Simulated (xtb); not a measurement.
Ti(Cl)(OH)(Me)2 (C2H7ClOTi), SMILES [CH3][Ti]([CH3])([OH])[Cl], multiplicity 1. All values are semi-empirical tight-binding results from xtb (GFN2-xTB unless named), good for trends rather than for accurate numbers. Geometry: GFN2-xTB. The spin state was assumed, not searched. Other conformers were not sampled.

Optimised geometry:

Bonded distances (Å): Ti1–Cl2 2.156, Ti1–O3 1.688, Ti1–C5 2.070, Ti1–C9 2.070, O3–H4 0.958, C5–H6 1.098, C5–H7 1.102, C5–H8 1.100, C9–H10 1.100, C9–H11 1.102, C9–H12 1.098. Bond angles (°): Cl2–Ti1–O3 131.1, Cl2–Ti1–C5 104.1, Cl2–Ti1–C9 104.1, O3–Ti1–C5 106.3, O3–Ti1–C9 106.3, C5–Ti1–C9 101.4, Ti1–O3–H4 168.4, Ti1–C5–H6 113.9, Ti1–C5–H7 108.9, Ti1–C5–H8 109.9, H6–C5–H7 108.2, H6–C5–H8 107.9, H7–C5–H8 107.8, Ti1–C9–H10 109.9, Ti1–C9–H11 108.9, Ti1–C9–H12 113.9, H10–C9–H11 107.8, H10–C9–H12 107.9, H11–C9–H12 108.2.

For metal compounds this method's bond lengths and energies can be far off.

```yaml
point_group_as_xtb_finds_it: Cs
orbital_gap: 2.10 eV
zero_point_energy: 50.3 kcal/mol
G − E(el) at 298.15 K (modified RRHO): 28.3 kcal/mol
```

Give the atomic charges and the Wiberg bond orders between heavy atoms. (Estimate from the structure and the level; the computed values follow.)

charges (e) Ti1 0.79, Cl2 -0.40, O3 -0.57, H4 0.31, C5 -0.26, H6 0.06, H7 0.07, H8 0.06, C9 -0.26, H10 0.06, H11 0.07, H12 0.06. Bond orders Ti1–Cl2 0.96, Ti1–O3 1.13, Ti1–C5 1.02, Ti1–C9 1.02.
